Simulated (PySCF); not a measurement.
FGeH5SSi, SMILES F[SiH2][S][GeH3]. Coordinates come from a ωB97X-D3(BJ)/def2-SVP optimisation. The structure was generated by enumeration, and PubChem lists no compound with its InChIKey, so it may never have been made. The values are those of a single conformer.

Q: Give the equilibrium geometry at ωB97X-D3(BJ)/def2-SVP (PySCF confirms it by a frequency run) as a Z-matrix. (An estimate is asked for; the answer gives what the named calculation found.)

A: One answer among several that fit: 
```
S
Si 1 2.1132
F 2 1.6319 1 108.72
H 2 1.4826 3 109.28 1 -118.01
H 2 1.4838 4 112.14 3 117.29
Ge 1 2.2341 2 95.42 4 166.90
H 6 1.5300 1 109.54 2 -86.36
H 6 1.5313 7 111.09 1 116.72
H 6 1.5341 7 110.88 8 124.02
```
